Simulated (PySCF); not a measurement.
HCl, charge +1, doublet, geometry from GFN2-xTB (a state made from the parent by changing its charge; the spin is typed, not shown lowest). Base run: HF/6-31G* in PySCF.

Input for PySCF:
```python
from pyscf import gto, scf, solvent

mol = gto.M(
    atom='''
Cl   -0.00000000   -0.00000000   -0.07393369
H     0.00000000    0.00000000    1.25687273
''',
    basis='6-31g*',
    charge=1,
    spin=1,
    verbose=4,
)

mf = scf.UHF(mol)
mf.kernel()
```

Variants of this job, named by their change:

| change | ΔE vs base (kcal/mol) |
|---|---|
| base | 0.000 |
| model = ddCOSMO; solvent = tetrahydrofuran | -66.5 |
| model = IEF-PCM; solvent = tetrahydrofuran; vdw_scale = 1.4 | -60.54 |
| model = IEF-PCM; solvent = tetrahydrofuran | -71.1 |
| model = IEF-PCM; solvent = water | -81.4 |
| model = IEF-PCM; solvent = tetrahydrofuran; r_probe = 0.5 | -55.81 |
| model = SS(V)PE; solvent = tetrahydrofuran | -70.0 |
| model = COSMO; solvent = tetrahydrofuran | -66.7 |
| model = IEF-PCM; solvent = dichloromethane | -73.0 |
| model = IEF-PCM; solvent = tetrahydrofuran; lebedev_order = 41 | -71.1 |
| model = C-PCM; solvent = tetrahydrofuran | -71.3 |
| model = IEF-PCM; solvent = tetrahydrofuran; vdw_scale = 1.0 | -87.7 |

The base is the gas phase, so ΔE is the electrostatic part of solvation at a fixed geometry, without cavity and dispersion terms.

Open shells are given as the SCF converged; they aren't shown to be the lowest states, and a large step between rows can be another state.
